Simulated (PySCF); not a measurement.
# MCl₂ across group 13

Level: PBE0, basis family def2-TZVP, scalar-relativistic core potentials from Rb on and no relativity for lighter atoms.

Each entry is the lowest minimum that a search over a few typed start shapes (and spin states, where more than one is plausible) found, or that minimum re-optimised at the stated level; isomers with ligand–ligand bonds, or fragments after loss of a ligand pair, can lie lower. Open shells are unrestricted; no spin–orbit coupling; PySCF with density fitting.

```
molecule  2S+1  point group  mean bond to the central atom (Å)  distinct angles (°)  dipole (D)  highest ω (cm⁻¹)  lowest ω (cm⁻¹)
    BCl₂     2          C2v                              1.720                  125        0.31              1003              284
   AlCl₂     2          C2v                              2.102                  119        1.45               574              146
   GaCl₂     2          C2v                              2.160                  119        1.74               422              115
   InCl₂     2          C2v                              2.353                  119        2.57               351               83
   TlCl₂     2          C2v                              2.462                  132        2.31               284               52
```

The bond lengthens at every step; the largest change, 0.382 Å, falls between BCl₂ and AlCl₂ among the members listed.

Spin–orbit coupling can matter for TlCl₂.

Left out of the table are members whose search was unfinished or whose lowest solution was spin-contaminated, unstable, very soft or bonded differently.
